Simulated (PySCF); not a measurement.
AlBFH2O (calculated)

Calculation on a computer-drawn molecule: the log of a Hartree-Fock and frozen-core CCSD(T) single point meant for a local Hartree-Fock minimum, with one planted fault or none, to be diagnosed. Offsets are logged minus clean, where the clean run is the same molecule without the fault. The reference is restricted for singlets and unrestricted otherwise, and also for a bond in bohr or an excited solution. Adding or removing an electron swaps singlet and doublet. The excited solution moves the top pair (singlet) or top alpha electron (doublet) to the lowest empty orbital. Highest occupied and lowest empty are orbital energies over both spins, largest force is the largest gradient component, triples share is (T) over the correlation energy, the T1 limit is 0.02 restricted and 0.045 unrestricted, electrons count all cores, a negative frequency is imaginary (commonest isotopes), and the dipole is about the centre of nuclear charge. Program: PySCF 2.14.0.

```xyz
6
formula=AlBFH2O meant_charge=0 meant_multiplicity=2 meant_basis=cc-pV(D+d)Z logged_electrons=37 logged_basis_functions=26 logged_SCF_converged=yes logged_spin_squared=0.7563 logged_highest_occupied=-5.8096 logged_lowest_empty=6.4975 logged_largest_force=0.046163 logged_T1_diagnostic=0.024274 logged_D1_diagnostic=0.08563 logged_triples_share=0.061354 logged_CC_converged=yes logged_dipole_magnitude=3.3171 logged_SCF_stable_within_its_kind=yes logged_energy_HF=-436.50729 logged_energy_CCSD(T)=-436.65961 possible_faults=no_fault,one_electron_removed,one_electron_added,multiplicity_raised_by_two,geometry_at_a_saddle_point,SCF_held_on_an_excited_solution,minimal_basis_STO-3G,one_bond_length_entered_in_bohr,all_coordinates_scaled
B      1.1560    -4.0523     0.2461
O      1.7942    -2.8786     0.3817
Al     2.6221    -1.4355     0.6057
F      3.6526    -1.3426     1.8952
H      0.0894    -4.2178     0.7821
H      1.6514    -4.9286    -0.4163
```

Units: logged_highest_occupied, logged_lowest_empty in eV; logged_largest_force in hartree/bohr; logged_dipole_magnitude in debye; logged_energy_HF, logged_energy_CCSD(T) in hartree.

Drawn bonds:
| atom | other atom | order |
| --- | --- | --- |
| 1 | 2 | 1 |
| 2 | 3 | 1 |
| 3 | 4 | 1 |
| 1 | 5 | 1 |
| 1 | 6 | 1 |

Questions
1. AlBFH2O: planted fault?

## Answers
1. minimal basis STO-3G

Further results for AlBFH2O:

* HF energy offset from clean run: 3583 kcal/mol
* CCSD(T) energy offset from clean run: 3817 kcal/mol
